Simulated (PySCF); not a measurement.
ClZn, doublet, geometry from GFN2-xTB (such geometries of metal compounds can be far from the true shape) (the spin is typed, not shown lowest). Base run: DF-HF/aug-cc-pVDZ (PySCF).

Here is a job for PySCF.
```python
from pyscf import gto, scf

mol = gto.Mole()
mol.atom = '''
    Zn   -0.00000000   -0.00000000   -0.79897282
    Cl    0.00000000    0.00000000    1.40995204
'''
mol.basis = 'aug-cc-pvdz'
mol.spin = 1
mol.verbose = 3
mol.build()

mf = scf.UHF(mol)
mf = mf.density_fit(auxbasis='def2-universal-jkfit')
mf.kernel()
```

Each row names what was changed in the base input (with any setting that the change needs).

```tsv
change	basis functions	E (Eh)	HOMO (eV)	dipole (D)
base	86	-2237.39557	-8.91	3.47
basis = LANL2DZ	26	-78.26371	-8.89	4.21
basis = 3-21G	40	-2226.31850	-8.60	4.36
basis = pc-1	49	-2237.21906	-8.81	4.70
basis = 6-31G**	52	-2237.00556	-8.74	3.92
basis = cc-pVDZ	61	-2237.39069	-8.87	3.50
basis = aug-pcseg-1	74	-2237.08453	-8.90	3.42
basis = def2-TZVPD	97	-2237.35730	-8.88	3.44
basis = def2-TZVPP	106	-2237.35672	-8.86	3.39
basis = cc-pV(T+d)Z	107	-2237.40596	-8.86	3.46
basis = aug-cc-pVTZ	143	-2237.40747	-8.88	3.43
basis = def2-QZVP	154	-2237.41135	-8.87	3.42
basis = cc-pVQZ	163	-2237.41163	-8.87	3.44
```

Totals compare only among sets that treat the same electrons; sets with core potentials leave the core out.

Open shells are given as the SCF converged; they aren't shown to be the lowest states, and a large step between rows can be another state.
